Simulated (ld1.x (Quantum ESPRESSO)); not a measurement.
# Debugging a pseudopotential input (arsenic, ld1.x (Quantum ESPRESSO) 7.5)

Command:

```bash
ld1.x < As.in > As.out
```

Input:

```
&input
   title='As', zed=33., rel=1, dft='PZ', iswitch=3,
   config='[Ar] 3d10 4s1.75 4p3.25 4d-2',
   nld=3, rlderiv=2.30, eminld=-3.0, emaxld=5.0, deld=0.02
 /
 &inputp
   pseudotype=3, tm=.true., lloc=-1, rcloc=1.90,
   nlcc=.true., rcore=1.00,
   which_augfun='SINC', rmatch_augfun_nc=.true.,
   file_pseudopw='As.UPF', file_wfcaegen='ae.wfc', file_wfcncgen='nc.wfc', file_beta='beta', file_chi='chi', file_wfcusgen='us.wfc'
 /
5
4S  1  0   1.75   0.00  1.40  1.65  0.0
4S  1  0   0.00  -0.75  1.40  1.65  0.0
4P  2  1   3.25   0.00  1.60  1.80  0.0
4P  2  1   0.00   4.70  1.60  1.80  0.0
4D  3  2  -2.00   0.25  1.55  2.10  0.0
 &test
   configts(1)='4s1.75 4p3.25'
 /
```

This is an input that runs to its end, with one change: augmentation shape typed as SINC.

Task: How does the run end?

Result: The program runs through. The occupied levels of the test differ from the all-electron ones by at most 0.00000 Ry (unchanged input: 0.00000 Ry). Messages: US requires at least two energies per channel 4D.

```

     Etot =   -4515.328964 Ry,   -2257.664482 Ha,  -61434.180235 eV
     Etotps =   -26.888108 Ry,     -13.444054 Ha,    -365.831349 eV

     Ekin =       4.385854 Ry,       2.192927 Ha,      59.672580 eV
     Encl =     -24.767980 Ry,     -12.383990 Ha,    -336.985540 eV
     Ehrt =       9.802611 Ry,       4.901306 Ha,     133.371323 eV
     Ecxc =     -18.084266 Ry,      -9.042133 Ha,    -246.048967 eV
     (Ecc =     -14.466125 Ry,      -7.233063 Ha,    -196.821658 eV)
     Epseu=       1.775672 Ry,       0.887836 Ha,      24.159255 eV

     ---------------------- End of pseudopotential test ----------------------
```
